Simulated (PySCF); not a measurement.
## Calculated data, CH₄Ge, C₂H₇BGe, CH₅BGeO, CH₄GeOSi

All values are calculated (PySCF 2.14.0). Calculation on a computer-drawn molecule: the log of a Hartree-Fock and frozen-core CCSD(T) single point meant for a local Hartree-Fock minimum, with one planted fault or none, to be diagnosed. Offsets are logged minus clean, where the clean run is the same molecule without the fault. The reference is restricted for singlets and unrestricted otherwise, and also for a bond in bohr or an excited solution. Adding or removing an electron swaps singlet and doublet. The excited solution moves the top pair (singlet) or top alpha electron (doublet) to the lowest empty orbital. Highest occupied and lowest empty are orbital energies over both spins, largest force is the largest gradient component, triples share is (T) over the correlation energy, the T1 limit is 0.02 restricted and 0.045 unrestricted, electrons count all cores, a negative frequency is imaginary (commonest isotopes), and the dipole is about the centre of nuclear charge; on germanium a core potential holds 10 electrons, which the energies leave out, and 3d is frozen in MP2 and coupled-cluster steps.

Common to all runs: meant charge 0; meant multiplicity 1; meant basis and core potential on germanium cc-pVDZ-PP ECP10MDF; logged SCF converged yes; logged CC converged yes; logged SCF stable within its kind yes; possible faults no fault, one electron removed, one electron added, multiplicity raised by two, geometry at a saddle point, SCF held on an excited solution, minimal basis STO-3G, one bond length entered in bohr, all coordinates scaled.

(1) 
```xyz
6
formula=CH4Ge meant_basis=cc-pVDZ logged_electrons=42 logged_basis_functions=57 logged_spin_squared=0 logged_highest_occupied=-8.8463 logged_lowest_empty=2.7703 logged_largest_force=0.096236 logged_T1_diagnostic=0.011406 logged_D1_diagnostic=0.031985 logged_triples_share=0.029168 logged_dipole_magnitude=0.76173 logged_energy_HF=-333.43903 logged_energy_CCSD(T)=-333.70996 planted_fault=all_coordinates_scaled,by_-9.4_% HF_energy_offset_from_clean_run=37.76 CCSD(T)_energy_offset_from_clean_run=45.92
C      0.7605     1.3387     0.6720
Ge     1.5996     0.8183    -0.5784
H     -0.1639     1.6522     0.5753
H      1.1438     1.3607     1.5746
H      1.0887     0.7761    -1.8550
H      2.8970     0.3727    -0.4742
```

Units: logged_highest_occupied, logged_lowest_empty in eV; logged_largest_force in hartree/bohr; logged_dipole_magnitude in debye; logged_energy_HF, logged_energy_CCSD(T) in hartree; HF_energy_offset_from_clean_run, CCSD(T)_energy_offset_from_clean_run in kcal/mol.

Drawn bonds:
```
atom  other atom  order
   1           2      2
   1           3      1
   1           4      1
   2           5      1
   2           6      1
```

(2) 
```xyz
6
formula=CH4Ge meant_basis=cc-pVDZ logged_electrons=41 logged_basis_functions=57 logged_spin_squared=0.7565 logged_highest_occupied=-17.669 logged_lowest_empty=-6.545 logged_largest_force=0.059348 logged_T1_diagnostic=0.012285 logged_D1_diagnostic=0.044651 logged_triples_share=0.022231 logged_dipole_magnitude=0.73664 logged_energy_HF=-333.23958 logged_energy_CCSD(T)=-333.47 planted_fault=one_electron_removed HF_energy_offset_from_clean_run=162.9 CCSD(T)_energy_offset_from_clean_run=196.5
C      0.8394     1.4776     0.7418
Ge     1.7656     0.9032    -0.6384
H     -0.1809     1.8237     0.6350
H      1.2625     1.5019     1.7380
H      1.2016     0.8566    -2.0475
H      3.1976     0.4114    -0.5234
```

Units: logged_highest_occupied, logged_lowest_empty in eV; logged_largest_force in hartree/bohr; logged_dipole_magnitude in debye; logged_energy_HF, logged_energy_CCSD(T) in hartree; HF_energy_offset_from_clean_run, CCSD(T)_energy_offset_from_clean_run in kcal/mol.

Drawn bonds:
```
atom  other atom  order
   1           2      2
   1           3      1
   1           4      1
   2           5      1
   2           6      1
```

(3) 
```xyz
11
formula=C2H7BGe meant_basis=cc-pVDZ logged_electrons=56 logged_basis_functions=100 logged_spin_squared=0 logged_highest_occupied=-7.5349 logged_lowest_empty=0.67937 logged_largest_force=0.056798 logged_T1_diagnostic=0.016937 logged_D1_diagnostic=0.066573 logged_triples_share=0.04099 logged_dipole_magnitude=1.5215 logged_energy_HF=-397.72329 logged_energy_CCSD(T)=-398.28685 planted_fault=all_coordinates_scaled,by_+9.9_% HF_energy_offset_from_clean_run=50.14 CCSD(T)_energy_offset_from_clean_run=34.06
C     -1.7208     0.9339     0.6129
Ge     0.0704     0.3045     1.0624
B      1.3426    -0.8909    -0.3898
C      0.8119    -1.3120    -1.9796
H     -2.2108     0.7085    -0.4495
H     -2.3956     1.5617     1.3674
H      0.6527     0.6844     2.5903
H      2.5431    -1.2741     0.0037
H      1.5874    -0.8501    -2.7798
H      0.8807    -2.5078    -2.1166
H     -0.2939    -0.9549    -2.2716
```

Units: logged_highest_occupied, logged_lowest_empty in eV; logged_largest_force in hartree/bohr; logged_dipole_magnitude in debye; logged_energy_HF, logged_energy_CCSD(T) in hartree; HF_energy_offset_from_clean_run, CCSD(T)_energy_offset_from_clean_run in kcal/mol.

Drawn bonds:
```
atom  other atom  order
   1           2      2
   2           3      1
   3           4      1
   1           5      1
   1           6      1
   2           7      1
   3           8      1
   4           9      1
   4          10      1
   4          11      1
```

(4) 
```xyz
9
formula=CH5BGeO meant_basis=cc-pVDZ logged_electrons=56 logged_basis_functions=90 logged_spin_squared=0 logged_highest_occupied=-7.9507 logged_lowest_empty=1.6052 logged_largest_force=1.252e-05 logged_lowest_frequency=83.915 logged_T1_diagnostic=0.016047 logged_D1_diagnostic=0.057161 logged_triples_share=0.032511 logged_dipole_magnitude=2.6195 logged_energy_HF=-433.68766 logged_energy_CCSD(T)=-434.25235 planted_fault=no_fault HF_energy_offset_from_clean_run=0 CCSD(T)_energy_offset_from_clean_run=0
C     -1.6346    -1.1282     1.3367
Ge    -0.7841    -0.1987     0.0916
B      1.2536    -0.3905    -0.2032
O      1.8452     0.3408    -1.1637
H     -1.1037    -1.8234     1.9773
H     -2.7008    -1.0463     1.5114
H     -1.5951     0.7617    -0.7739
H      1.8890    -1.1485     0.4812
H      2.7781     0.1996    -1.2393
```

Units: logged_highest_occupied, logged_lowest_empty in eV; logged_largest_force in hartree/bohr; logged_lowest_frequency in cm⁻¹; logged_dipole_magnitude in debye; logged_energy_HF, logged_energy_CCSD(T) in hartree; HF_energy_offset_from_clean_run, CCSD(T)_energy_offset_from_clean_run in kcal/mol.

Drawn bonds:
```
atom  other atom  order
   1           2      2
   2           3      1
   3           4      1
   1           5      1
   1           6      1
   2           7      1
   3           8      1
   4           9      1
```

(5) 
```xyz
8
formula=CH4GeOSi meant_basis=cc-pV(D+d)Z logged_electrons=64 logged_basis_functions=94 logged_spin_squared=1.4083 logged_highest_occupied=-8.5165 logged_lowest_empty=1.0942 logged_largest_force=0.038699 logged_T1_diagnostic=0.064387 logged_D1_diagnostic=0.22249 logged_triples_share=0.033726 logged_dipole_magnitude=1.9784 logged_energy_HF=-697.21628 logged_energy_CCSD(T)=-697.73254 planted_fault=one_bond_length_entered_in_bohr,row_1_of_the_drawn_bonds HF_energy_offset_from_clean_run=62 CCSD(T)_energy_offset_from_clean_run=87.71
C     -1.5164    -2.7287    -0.9199
Ge    -0.2929     0.3219    -0.5750
O     -0.0998     1.1162     0.9905
Si    -0.8324     1.2742     2.4636
H     -1.8351    -3.3222    -0.0741
H     -1.5956    -3.1626    -1.9078
H      0.1998     1.2880    -1.6247
H      0.2718     2.0766     3.1449
```

Units: logged_highest_occupied, logged_lowest_empty in eV; logged_largest_force in hartree/bohr; logged_dipole_magnitude in debye; logged_energy_HF, logged_energy_CCSD(T) in hartree; HF_energy_offset_from_clean_run, CCSD(T)_energy_offset_from_clean_run in kcal/mol.

Drawn bonds:
```
atom  other atom  order
   1           2      2
   2           3      1
   3           4      1
   1           5      1
   1           6      1
   2           7      1
   4           8      1
```

Notes: T1 above single-reference limit.
